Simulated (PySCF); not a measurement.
Several molecules and their computed UV-vis stick spectra, shuffled. Computed with TDDFT B3LYP/def2-SVPD, vertical, gas phase, core orbitals frozen in the response, def2 core potentials past Kr (PySCF 2.14.0, density-fitted response routines). Geometries: PBE0-D3(BJ)/def2-SVP; one conformer of each isolated species. Triplets are in the Tamm–Dancoff approximation. Atoms past krypton carry core potentials; spin–orbit coupling is left out.

A. `CC([O][SbH2])(C)C`
B. `C[O][GeH2][O][GeH2][PH2]`
C. `FP(F)[PH][GeH3]`
D. `CC(C)CS[SiH3]`

Lowest singlet levels (six at most, fewer where fewer were computed) with oscillator strengths:

1. 4.75 eV (f 0.013); 5.51 eV (f 0.129); 5.89 eV (f 0.031); 6.03 eV (f 0.063); 6.11 eV (f 0.055); 6.24 eV (f 0.061)
2. 5.40 eV (f 0.009); 5.81 eV (f 0.008); 6.20 eV (f 0.003); 6.65 eV (f 0.008); 6.80 eV (f 0.010); 6.90 eV (f 0.001); T1 5.10 eV
3. 4.76 eV (f 0.036); 5.07 eV (f 0.089); 5.86 eV (f 0.039); 5.95 eV (f 0.072); 6.17 eV (f 0.032); 6.37 eV (f 0.012); T1 3.96 eV
4. 5.87 eV (f 0.003); 6.17 eV (f 0.063); 6.47 eV (f 0.013); 6.54 eV (f 0.003); 6.56 eV (f 0.140); 6.63 eV (f 0.029); T1 5.19 eV

Question: Match each spectrum to its molecule.

Answer: 1 = C, 2 = D, 3 = A, 4 = B.
- A: S1 at 4.76 eV, HOMO→LUMO (64%), HOMO-1→LUMO (35%); Löwdin shares by element: HOMO antimony 44%, oxygen 29%, hydrogen 14% or more; LUMO antimony 56%, oxygen 16%, hydrogen 16% or more; HOMO -6.87 and LUMO -1.19 eV.
- B: S1 at 5.87 eV, HOMO→LUMO (65%), HOMO→LUMO+1 (29%); Löwdin shares by element: HOMO phosphorus 55%, germanium 16% or more, oxygen 8% or more, hydrogen 7% or more; LUMO germanium 36%, phosphorus 20%, oxygen 9% or more (atoms not listed hold the other 35%); HOMO -7.26 and LUMO -0.45 eV.
- C: S1 at 4.75 eV, HOMO→LUMO (98%); Löwdin shares by element: HOMO phosphorus 77%, fluorine 15%; LUMO phosphorus 49%, germanium 16%, fluorine 10% or more (atoms not listed hold the other 25%); HOMO -7.14 and LUMO -1.33 eV.
- D: S1 at 5.40 eV, HOMO→LUMO (95%); Löwdin shares by element: HOMO sulfur 68%, silicon 10%, carbon 8% or more; LUMO sulfur 31%, silicon 26%, hydrogen 19% or more (atoms not listed hold the other 25%); HOMO -6.67 and LUMO -0.18 eV.
A and C have S1 within 0.02 eV of each other; their strongest listed levels stand at 5.07 eV (f 0.089) and 5.51 eV (f 0.129).
